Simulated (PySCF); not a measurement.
Computed shifts of a molecule CH6ClFSi2, B3LYP/pcSseg-1 (PySCF), GIAO, gas phase, atoms alike by connectivity averaged where their shifts nearly agree, in ppm (number of nuclei): ¹⁹F: -163.6 (1). ²⁹Si: 16.0 (1), -73.9 (1). ¹³C: -0.6 (1). ¹H: 5.87 (1), 4.30 (3), 0.51 (1), 0.26 (1). References: ¹⁹F against CFCl3 (σ = 161.7 ppm); ²⁹Si against TMS (σ = 338.7 ppm); ³⁵Cl against HCl (σ = 933.3 ppm); ¹³C against TMS (σ = 181.3 ppm); ¹H against TMS (σ = 31.68 ppm), references at their B3LYP-D3(BJ)/def2-TZVP geometries, non-relativistic (without spin–orbit terms, shifts of atoms bonded to Cl or Br come out too high). Geometry: PBE0-D3(BJ)/def2-SVP. One conformer was computed; it need not be the lowest.

**Question.** Which structure fits?
A. F[Si@H](Cl)C[SiH3]
B. F[C@@H]([SiH3])[SiH2]Cl
C. F[SiH2]C[SiH2]Cl
D. C[Si@@H](Cl)[SiH2]F

**Answer.** A, F[Si@H](Cl)C[SiH3]
